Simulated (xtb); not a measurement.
AlBr3, charge -1, doublet, at a GFN2-xTB geometry (such geometries of metal compounds can be far from the true shape) (a state made from the parent by changing its charge; the spin is typed, not shown lowest); GFN2-xTB (xtb 6.7.1).

xtb was given this input:
```
$ xtb coord --gfn 2 --chrg -1 --uhf 1 --json

# file coord
$coord
     -0.6082890445       0.2169339262      -0.3856308167  al
     -3.4706818286      -3.3525946950       0.2053914223  br
      0.6653041982       4.3530756475      -1.9838880972  br
      3.0313135693      -1.0810563989       1.9217309798  br
$end
```

Output, abridged:

```
   ID    Z sym.   atoms
    1   13 al     1
    2   35 br     2-4

           -------------------------------------------------
          |                Calculation Setup                |
           -------------------------------------------------

           -------------------------------------------------
          |                 G F N 2 - x T B                 |
           -------------------------------------------------

          ...................................................
          :                      SETUP                      :
          :.................................................:
          :  # basis functions                  40          :
          :  # atomic orbitals                  36          :
          :  # shells                           12          :
          :  # electrons                        25          :
          :  max. iterations                   250          :
          :  Hamiltonian                  GFN2-xTB          :
          :  restarted?                      false          :
          :  GBSA solvation                  false          :
          :  PC potential                    false          :
          :  electronic temp.          300.0000000     K    :
          :  accuracy                    1.0000000          :
          :  -> integral cutoff          0.2500000E+02      :
          :  -> integral neglect         0.1000000E-07      :
          :  -> SCF convergence          0.1000000E-05 Eh   :
          :  -> wf. convergence          0.1000000E-03 e    :
          :  Broyden damping             0.4000000          :
          :  net charge                         -1          :
          :  unpaired electrons                  1          :
          ...................................................

 iter      E             dE          RMSdq      gap      omega  full diag
   1    -13.7280352 -0.137280E+02  0.786E+00    1.29       0.0  T
   2    -13.7380259 -0.999071E-02  0.529E+00    1.69       1.0  T
   3    -13.7405404 -0.251452E-02  0.294E+00    2.40       1.0  T
   4    -13.7427088 -0.216841E-02  0.182E+00    2.37       1.0  T
   5    -13.7432001 -0.491291E-03  0.782E-01    2.25       1.0  T
   6    -13.7433422 -0.142157E-03  0.693E-01    2.27       1.0  T
   7    -13.7417184  0.162381E-02  0.107E+00    2.29       1.0  T
   8    -13.7433333 -0.161484E-02  0.248E-01    2.27       1.0  T
   9    -13.7433805 -0.472413E-04  0.662E-02    2.28       1.0  T
[...]
         :: total energy             -13.731851412454 Eh    ::
[...]
        23                          0.2016173               5.4863
        24                          0.2019069               5.4942
       ...                                ...                  ...
        36                          2.0778969              56.5425
      -------------------------------------------------------------
                  HL-Gap            0.0836437 Eh            2.2761 eV
             Fermi-level           -0.1521849 Eh           -4.1412 eV

     #   Z          covCN         q      C6AA      α(0)
     1  13 al       2.345     0.337   105.091    21.706
     2  35 br       0.785    -0.458   197.694    22.669
     3  35 br       0.785    -0.458   197.694    22.669
     4  35 br       0.798    -0.421   196.641    22.608

 Mol. C6AA /au·bohr⁶  :       2710.323042
 Mol. C8AA /au·bohr⁸  :     186917.532248
 Mol. α(0) /au        :         89.651536

Wiberg/Mayer (AO) data.
largest (>0.10) Wiberg bond orders for each atom

 ---------------------------------------------------------------------------
     #   Z sym  total        # sym  WBO       # sym  WBO       # sym  WBO
 ---------------------------------------------------------------------------
     1  13 al   2.831 --     4 br   0.989     2 br   0.921     3 br   0.921
     2  35 br   0.985 --     1 al   0.921
     3  35 br   0.985 --     1 al   0.921
     4  35 br   1.047 --     1 al   0.989
 ---------------------------------------------------------------------------

Topologies differ in total number of bonds
Writing topology from bond orders to xtbtopo.mol

molecular dipole:
                 x           y           z       tot (Debye)
 q only:       -0.195       0.070      -0.124
   full:       -0.446       0.159      -0.283       1.401
molecular quadrupole (traceless):
                xx          xy          yy          xz          yz          zz
 q only:       -0.646      -7.985      -7.912      -2.161       7.677       8.559
  q+dip:       -1.625     -12.740     -12.591      -4.284      12.899      14.216
   full:       -1.146     -12.851     -12.728      -3.626      12.470      13.874

           -------------------------------------------------
          | TOTAL ENERGY              -13.731851412454 Eh   |
          | GRADIENT NORM               0.000019172043 Eh/α |
          | HOMO-LUMO GAP               2.276061694684 eV   |
           -------------------------------------------------

normal termination of xtb
```
